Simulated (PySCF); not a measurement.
# Radial density of Ca (calcium, neutral)

M06-L, [Ar] 4s2, closed-shell 1S. Calculation: PySCF 2.14, in def2-QZVPPD (11s6p4d3f, 70 functions); the non-relativistic Hamiltonian (point nucleus).

```
r (bohr)  4πr²ρ (e/bohr)
 0.00138          0.1209
 0.00232          0.3294
 0.00391          0.8749
 0.00658           2.225
  0.0111           5.262
  0.0186           11.02
  0.0313           18.89
  0.0526           23.46
  0.0885           19.40
   0.149           17.97
   0.250           24.62
   0.421           14.10
   0.709           6.058
    1.19           7.106
    2.00           1.784
    3.37          0.6532
    5.67          0.2225
    9.54        0.004459
```
